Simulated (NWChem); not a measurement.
Molecule: C$_{2}$H$_{6}$STe; SMILES C(C)[Te]S

```xyz
10

Te     0.7063    -0.1267     0.0528
C     -0.3020     1.7063    -0.5410
C     -1.4455     2.1057     0.3649
H     -0.6244     1.5598    -1.5817
H      0.5114     2.4510    -0.5461
H     -1.1024     2.3007     1.3919
H     -2.2080     1.3127     0.4074
H     -1.9335     3.0200    -0.0128
S     -1.2331    -1.5637    -0.0026
H     -1.1557    -1.9109    -1.3084
```
Atoms are numbered in this order, from 1.

Results from NWChem. The geometry was optimised at PBE0/def2-SVP. No frequency run checked for a minimum. def2 effective core potentials on Te; no spin-orbit coupling.

For level PBE0/STO-3G (all-electron, non-relativistic):

```yaml
highest occupied level (eV): -3.83
orbital gap (eV): 6.25
```

Question: Estimate the same quantities for level PBE0/def2-SVP (core potentials).

Answer: 
| Quantity | Result |
|---|---|
| highest occupied level (eV) | -6.13 |
| orbital gap (eV) | 4.73 |
